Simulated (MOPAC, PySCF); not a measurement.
CH3BN2, SMILES `[H]/N=B/N=C`, neutral singlet in the gas phase. 

Cartesian coordinates (Å):
```xyz
7

C     -1.4755    -0.0481     0.2084
N     -0.5789    -0.1121    -0.6808
B      0.8048    -0.0072    -0.5501
N      2.0505     0.0571    -0.6536
H     -1.2739     0.1091     1.2762
H     -2.5259    -0.1529    -0.0776
H      2.9989     0.1541    -0.3776
```
Charge 0, spin multiplicity 1.

All levels are single points at this geometry (r2SCAN-D4/def2-TZVP); Pople sets use spherical d functions. Orbital energies aren't observables, and empty levels follow the basis.

| level | HOMO (eV) | LUMO (eV) | gap (eV) | dipole (D) | vertical IE, Delta-SCF (eV) |
|---|---|---|---|---|---|
| r2SCAN-D4/def2-TZVP in PySCF | -6.28 | -2.64 | 3.64 | 2.48 | 9.37 |
| B3LYP/6-31G* in PySCF | -6.74 | -1.55 | 5.19 | 2.34 | 9.29 |
| BP86/6-31G* in PySCF | -5.72 | -2.48 | 3.25 | 2.13 | – |
| PBE/6-31G* in PySCF | -5.61 | -2.37 | 3.23 | 2.11 | 9.10 |
| HF/3-21G in PySCF | -10.25 | 2.84 | 13.08 | 3.17 | – |
| PM7 in MOPAC | -9.32 | -0.44 | 8.88 | 2.52 | – |
